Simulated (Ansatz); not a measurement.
Isolated molecules relaxed with PBE0-D4/def2-TZVP in Ansatz; ΔE leaves out vibrations. CCSD(T)/CBS adds triple-zeta CCSD(T) − MP2 to the extrapolated MP2 energy (def2 sets, frozen cores). Functionals use def2-TZVPP. B3LYP here is the variant with VWN-RPA as its local correlation; programs differ in this. HSE06 is defined as in plane-wave codes. For Ge outer-core shells are correlated without core-valence functions, which leaves a few kJ/mol of doubt a bond. Scalar relativity is left out up to krypton. Each species was taken in one conformer, which may not be the lowest.

Consider the isomerisation: `[F][GeH2][O][SiH3]` → `[OH][GeH]([F])[SiH3]`.

| level | ΔE (kJ/mol) | difference from CCSD(T)/CBS |
| --- | --- | --- |
| LDA (SPW92) | 63.3 | -21.9 |
| PBE-D4 | 59.7 | -25.5 |
| revPBE-D4 | 61.0 | -24.2 |
| BLYP-D4 | 74.6 | -10.6 |
| r2SCAN-D4 | 78.8 | -6.4 |
| B97M-V | 85.9 | 0.7 |
| PBE0-D4 | 69.7 | -15.5 |
| B3LYP-D4 | 81.8 | -3.4 |
| r2SCANh-D4 | 80.6 | -4.6 |
| r2SCAN0-D4 | 83.3 | -1.9 |
| HSE06-D4 | 69.5 | -15.7 |
| BHLYP-D4 | 94.4 | 9.2 |
| CAM-B3LYP-D4 | 89.3 | 4.1 |
| ωB97M-V | 84.9 | -0.3 |
| B2PLYP | 87.8 | 2.6 |
| PBE-QIDH | 83.8 | -1.4 |
| PBE | 59.5 | -25.7 |
| BLYP | 73.9 | -11.3 |
| r2SCAN | 78.7 | -6.5 |
| r2SCANh | 80.6 | -4.6 |
| HSE06 | 69.4 | -15.8 |
| BHLYP | 94.7 | 9.5 |
| CAM-B3LYP | 89.2 | 4.0 |
| LC-ωPBE | 78.9 | -6.3 |
| RPA@PBE/def2-TZVPP | 88.5 | 3.3 |
| HF/def2-SVP | 106.1 | 20.9 |
| MP2/def2-SVP | 93.7 | 8.5 |
| CCSD/def2-SVP | 90.1 | 4.9 |
| CCSD(T)/def2-SVP | 88.0 | 2.8 |
| HF/def2-TZVPP | 112.0 | 26.8 |
| MP2/def2-TZVPP | 93.1 | 7.9 |
| SCS-MP2/def2-TZVPP | 97.5 | 12.3 |
| CCSD/def2-TZVPP | 90.4 | 5.2 |
| CCSD(T)/def2-TZVPP | 87.3 | 2.1 |
| HF/def2-QZVPP | 114.9 | 29.7 |
| MP2/def2-QZVPP | 92.9 | 7.7 |
| SCS-MP2/def2-QZVPP | 97.5 | 12.3 |
| HF/CBS(def2) | 115.3 | 30.1 |
| MP2/CBS(def2) | 91.0 | 5.8 |
| CCSD/CBS(def2) | 88.3 | 3.1 |
| CCSD(T)/CBS | 85.2 | 0 |

Largest T1 diagnostic among the species: 0.013.

Leaving LDA and LC-ωPBE aside and taking each functional with its dispersion term where it has one, the values spread over 34.6 kJ/mol, from PBE-D4 to BHLYP-D4. LDA lies +3.7 kJ/mol from PBE without D4. From r2SCAN to r2SCAN0 (25 % exact exchange), in def2-TZVPP and without D4, ΔE moves by +4.5 kJ/mol.
